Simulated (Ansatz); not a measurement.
Born–Oppenheimer molecular dynamics of ClH3OSn (6 atoms, charge 0, multiplicity 1). It starts from a relaxed structure.

These are results of RKS PBE-D4/def2-SVP in Ansatz 0.2.0, not measurements.

* ensemble: NVT, Nosé–Hoover chain
* time step: 0.5 fs
* steps asked: 100
* set temperature: 700 K
* thermostat: time constant 100 fs, chain length 5
* seed: 39547

First frame:

```xyz
6
Properties=species:S:1:pos:R:3
Sn -0.001 0.020 -0.043
O 0.039 -0.102 1.955
H -0.868 -0.149 2.315
H 1.656 -0.054 -0.485
H -0.937 1.370 -0.577
Cl -1.113 -1.913 -0.870
```

Q: How far do the bonds stretch over the last three quarters of this one trajectory? (Pairs bonded in most of those frames.)

A: 
| bond | mean (Å) | spread (Å) | shortest | longest |
| --- | --- | --- | --- | --- |
| Sn1–O2 | 2.019 | 0.039 | 1.96 | 2.06 |
| Sn1–H4 | 1.742 | 0.088 | 1.61 | 1.86 |
| Sn1–H5 | 1.736 | 0.037 | 1.68 | 1.79 |
| Sn1–Cl6 | 2.349 | 0.019 | 2.33 | 2.39 |
| O2–H3 | 0.985 | 0.035 | 0.93 | 1.03 |

Mean temperature of the second half: 294 K. The conserved energy stayed within 0.42 meV per atom of its start (net change 0.17 meV per atom), so the integration is sound. The mean temperature of the second half is 58 % below the set value. A run of 0.05 ps of so small a system gives no equilibrium averages.

The run took 3 min on 1 thread of Arm Neoverse V2, with other jobs on the host, peak memory 0.12 GiB.
